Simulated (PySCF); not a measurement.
## Sc²⁺ (scandium, charge +2) across methods

[Ar] 4p1, 2P determinant (an excited configuration). Calculation: PySCF 2.14, in x2c-TZVPPall with one added diffuse shell each of s, p, d, f type (7s6p5d3f1g, 80 functions); scalar relativity by spin-free X2C-1e.

```json
{"method": "PBE", "E (hartree)": "-762.951", "mean ε 3p α (eV)": "-55.805", "mean ε 3p β (eV)": "-55.681", "mean ε 4p α (eV)": "-14.798", "Σ⟨r²⟩ (bohr²)": "25.47", "⟨S²⟩": "0.750"}
{"method": "M06", "E (hartree)": "-763.163", "mean ε 3p α (eV)": "-58.396", "mean ε 3p β (eV)": "-58.272", "mean ε 4p α (eV)": "-15.070", "Σ⟨r²⟩ (bohr²)": "25.57", "⟨S²⟩": "0.750"}
{"method": "MN15", "E (hartree)": "-763.460", "mean ε 3p α (eV)": "-59.442", "mean ε 3p β (eV)": "-59.285", "mean ε 4p α (eV)": "-15.282", "Σ⟨r²⟩ (bohr²)": "25.39", "⟨S²⟩": "0.750"}
{"method": "PW91", "E (hartree)": "-763.188", "mean ε 3p α (eV)": "-55.894", "mean ε 3p β (eV)": "-55.769", "mean ε 4p α (eV)": "-14.832", "Σ⟨r²⟩ (bohr²)": "25.46", "⟨S²⟩": "0.750"}
{"method": "LDA", "E (hartree)": "-761.176", "mean ε 3p α (eV)": "-55.815", "mean ε 3p β (eV)": "-55.688", "mean ε 4p α (eV)": "-14.725", "Σ⟨r²⟩ (bohr²)": "25.36", "⟨S²⟩": "0.750"}
{"method": "UHF", "E (hartree)": "-762.36255", "mean ε 3p α (eV)": "-65.137", "mean ε 3p β (eV)": "-64.910", "mean ε 4p α (eV)": "-16.561", "Σ⟨r²⟩ (bohr²)": "26.50", "⟨S²⟩": "0.750"}
{"method": "r2SCAN", "E (hartree)": "-763.137", "mean ε 3p α (eV)": "-56.680", "mean ε 3p β (eV)": "-56.581", "mean ε 4p α (eV)": "-14.761", "Σ⟨r²⟩ (bohr²)": "25.66", "⟨S²⟩": "0.750"}
{"method": "r2SCAN0", "E (hartree)": "-763.132", "mean ε 3p α (eV)": "-59.023", "mean ε 3p β (eV)": "-58.894", "mean ε 4p α (eV)": "-15.299", "Σ⟨r²⟩ (bohr²)": "25.73", "⟨S²⟩": "0.750"}
{"method": "PBE0", "E (hartree)": "-762.994", "mean ε 3p α (eV)": "-58.455", "mean ε 3p β (eV)": "-58.308", "mean ε 4p α (eV)": "-15.354", "Σ⟨r²⟩ (bohr²)": "25.63", "⟨S²⟩": "0.750"}
```
